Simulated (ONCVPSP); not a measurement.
# Si: ONCV pseudisation with LDA (Perdew-Zunger), scalar-relativistic reference atom.

```json
{
 "Element": "silicon (Si)",
 "Generator": "ONCVPSP 4.0.1",
 "Type": "optimised norm-conserving Vanderbilt (ONCV)",
 "Functional": "LDA (Perdew-Zunger)",
 "Relativity": "scalar-relativistic",
 "Frozen core": "[Ne]",
 "Valence charge": "4",
 "Reference configuration": "3s2 (charge +2)",
 "Partial waves": "3s: rc 1.25 bohr, ncon 3, nbas 7, qcut 6.3 1/bohr, 2 projectors, debl 1.5 Ha; p scattering state at 0.37 Ha: rc 1.05 bohr, ncon 4, nbas 7, qcut 6.5 1/bohr, local; d scattering state at 0.09 Ha: rc 1.05 bohr, ncon 4, nbas 7, qcut 8.9 1/bohr, 2 projectors, debl 3.8 Ha",
 "Local potential": "the p channel",
 "Core correction": "Teter function, fcfact 5.25, rcfact 1"
}
```

All-electron outer shells of the reference configuration (LDA (Perdew-Zunger), scalar-relativistic, ld1.x):

| shell | level (eV) | outermost node (bohr) | outermost maximum (bohr) |
| --- | --- | --- | --- |
| 2p | -116.98 | – | 0.39 |
| 3s | -28.66 | 0.72 | 1.69 |

What the tests gave:

| Quantity | Value |
| --- | --- |
| Cutoffs needed | 20 Ha and 84 Ha (the cutoffs (Ha) at which the residual kinetic energy of the hardest occupied pseudo-wave falls to 1 and 0.1 mHa per electron) |
| Ghost test | ghosts flagged at negative energy: s at -139.9 eV; GHOST(+) flagged for s at 153.0 eV; a true bound ghost makes a file unfit for plane-wave use |
| Largest excitation error | +1154 meV (all-electron minus pseudo) for 3s0 3p4, out of 4 test configurations |
| rms error of d²Exc/dni dnj | 10.48 mHa without and 6.82 mHa with the model core |

Generation and tests took about 3 s on one core of a shared server CPU.
